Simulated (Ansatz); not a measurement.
C$_{2}$H$_{7}$InSn (`[CH3][SnH]1[CH2][InH]1`) at its PBE0-D4/def2-TZVP geometry, where that method's forces vanish. The species carries charge 0 and has multiplicity 1. Sn, In: def2 effective core potential.

```tsv
atom	x (Å)	y (Å)	z (Å)
C1	-1.9122	-0.8575	-0.3126
Sn2	0.2127	-0.8558	0.0317
C3	0.9035	1.1128	0.7940
In4	2.1009	0.8122	-0.9921
H5	-2.4269	-0.8026	0.6477
H6	-2.2100	-1.7679	-0.8322
H7	-2.1854	0.0055	-0.9192
H8	0.6023	-2.1086	1.1451
H9	1.4083	1.1767	1.7582
H10	0.1661	1.9143	0.7050
H11	3.3408	1.3710	-2.0257
```

Task: For each bond, give half the difference of the two atoms' forces along it (eV/Å; positive pushes the atoms apart) under PBE-D4, r2SCAN-D4, B3LYP-D4, ωB97M-V in def2-TZVPP. (Best estimate.)

Result: The calculation gave: 
```tsv
bond	length (Å)	PBE-D4	r2SCAN-D4	B3LYP-D4	ωB97M-V
C1–Sn2	2.153	0.07	0.10	0.18	0.02
C1–H5	1.091	0.08	-0.04	-0.09	-0.04
C1–H6	1.090	0.09	-0.03	-0.08	-0.03
C1–H7	1.090	0.09	-0.03	-0.08	-0.03
Sn2–C3	2.221	0.14	0.08	0.25	-0.05
Sn2–In4	2.719	0.08	0.00	0.16	-0.09
Sn2–H8	1.721	0.07	0.00	-0.04	-0.07
C3–In4	2.171	0.12	0.07	0.29	-0.04
C3–H9	1.090	0.07	-0.04	-0.15	-0.05
C3–H10	1.093	0.08	-0.03	-0.14	-0.04
In4–H11	1.708	0.01	-0.03	-0.08	-0.04
```

B3LYP here is the variant with VWN-RPA as its local correlation; programs differ in this.

Computed with Ansatz.
